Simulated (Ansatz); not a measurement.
Mulliken charges of `[OH][Ge]([F])([F])[F]` from B3LYP/def2-TZVPP in Ansatz (PBE0-D4/def2-TZVP geometry).

```json
{"atom": "O1", "x (Å)": "-0.822", "y (Å)": "0.302", "z (Å)": "1.077", "charge (e)": "-0.358"}
{"atom": "Ge2", "x (Å)": "0.315", "y (Å)": "-0.141", "z (Å)": "-0.146", "charge (e)": "1.144"}
{"atom": "F3", "x (Å)": "1.693", "y (Å)": "-0.764", "z (Å)": "0.618", "charge (e)": "-0.322"}
{"atom": "F4", "x (Å)": "-0.292", "y (Å)": "-1.322", "z (Å)": "-1.213", "charge (e)": "-0.330"}
{"atom": "F5", "x (Å)": "0.784", "y (Å)": "1.180", "z (Å)": "-1.115", "charge (e)": "-0.330"}
{"atom": "H6", "x (Å)": "-1.636", "y (Å)": "0.682", "z (Å)": "0.733", "charge (e)": "0.197"}
```

Problem. By hand: the dipole of these point charges (1 e Å = 4.8032 D).

Solution. Σ q r = (-0.375, 0.158, 0.161) e Å, of length 0.438 e Å = 2.10 D.

Problem. How does the dipole of the full density compare? (Estimate.)

Solution. The calculation gave: (-0.423, 0.185, 0.054) e Å, 2.23 D; the point charges give 0.94 times that, at 15° from its direction.

Point charges leave out the atoms' own dipoles, such as those of lone pairs, and Mulliken's split depends on the basis, so the close match here is no proof of good charges.

B3LYP here is the variant with VWN-RPA as its local correlation; programs differ in this.
